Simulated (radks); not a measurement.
The numbers below are computed, except where a source is named.
Tm9+, 60 electrons, occupied as [Kr] 4d10 4f11 5s2 5p1.

Level of theory: Dirac Kohn-Sham, PBE, spin-unpolarised, spherical densities, finite nucleus; open shells fill j = l - 1/2 first; Fermi nuclear charge, rms radius 5.2256 fm (a radial shooting solver on a logarithmic mesh with Libxc functionals).

Energy parts (eV):
total: -368898.50
kinetic: 408453.48
electron-nucleus: -905214.92
Hartree: 135525.87
exchange-correlation: -7662.93

Orbitals (lengths in bohr, moments of r in powers of bohr; <r^-3> diverges for s and p1/2):
\begin{tabular}{lrrrr}
orbital & occ. & eigenvalue (eV) & <r^2> & <r^-3> \\ \hline
1s1/2 & 2 & -59358.49 & 0.0005486 & - \\
2s1/2 & 2 & -10136.81 & 0.008457 & - \\
2p1/2 & 2 & -9670.598 & 0.006088 & - \\
2p3/2 & 4 & -8690.277 & 0.007304 & 12820 \\
3s1/2 & 2 & -2396.229 & 0.05570 & - \\
3p1/2 & 2 & -2190.751 & 0.05146 & - \\
3p3/2 & 4 & -1983.709 & 0.05825 & 2814 \\
3d3/2 & 4 & -1632.735 & 0.04575 & 480.5 \\
3d5/2 & 6 & -1587.475 & 0.04763 & 418.2 \\
4s1/2 & 2 & -593.3749 & 0.2789 & - \\
4p1/2 & 2 & -510.5768 & 0.2902 & - \\
4p3/2 & 4 & -463.5976 & 0.3269 & 639.5 \\
4d3/2 & 4 & -327.0254 & 0.3633 & 94.37 \\
4d5/2 & 6 & -318.3965 & 0.3771 & 80.73 \\
5s1/2 & 2 & -188.1794 & 1.385 & - \\
5p1/2 & 1 & -161.8221 & 1.587 & - \\
5p3/2 & 0 & -153.0192 & 1.755 & 121.4 \\
4f5/2 & 6 & -150.9081 & 0.5435 & 13.87 \\
4f7/2 & 5 & -149.4738 & 0.5549 & 13.35 \\
\end{tabular}

The highest occupied level is 4f7/2 at -149.47 eV. The configuration is held as typed, so some empty levels lie below it. The density falls to 0.001 e/bohr^3 at r = 2.37 bohr. The electron density at the nucleus is 9.499e+05 e/bohr^3.
